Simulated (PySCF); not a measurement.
# Two-component Hartree-Fock for Sb³³⁺ (antimony, charge +33)

Start: [Ar]. Calculated with PySCF 2.14 in an even-tempered Gaussian basis (18 s from 2 bohr⁻², ratio 2.6; 14 p from 2.6 bohr⁻², ratio 2.6; 6 d from 2.7 bohr⁻², ratio 2.8; 3 f from 47 bohr⁻², ratio 2.8): generalised Hartree-Fock with the X2C-1e Hamiltonian and a Gaussian nucleus; spin-orbit coupling (SO) screened by Boettger's factors.

| spinor shell | electrons | ε, screened SO (eV) | weight of nominal j (screened SO) | rms radius, screened SO (bohr) |
| --- | --- | --- | --- | --- |
| 1s1/2 | 2 | -32369.5 | 1.000 | 0.0325 |
| 2s1/2 | 2 | -6439.1 | 1.000 | 0.131 |
| 2p1/2 | 2 | -6133.6 | 1.000 | 0.113 |
| 3s1/2 | 2 | -2376.1 | 1.000 | 0.321 |
| 3p1/2 | 2 | -2252.6 | 1.000 | 0.310 |
| 3p3/2 | 4 | -2191.9 | 1.000 | 0.319 |

(1) Where does 2p3/2 lie, and what is the 2p spin-orbit splitting (screened SO)?

```csv
quantity,screened SO
E (hartree),-5661.19913
M_J,0
⟨J²⟩,0.000
⟨L²⟩,0.011
⟨S²⟩,0.011
```

Breit and QED terms are absent; they matter most for the inner s and p1/2 levels.

Densities and radii are taken from the X2C orbitals without a picture-change correction, which distorts them close to the nucleus.

## Answers

(1) At -5874.9 eV, 258.72 eV above 2p1/2.
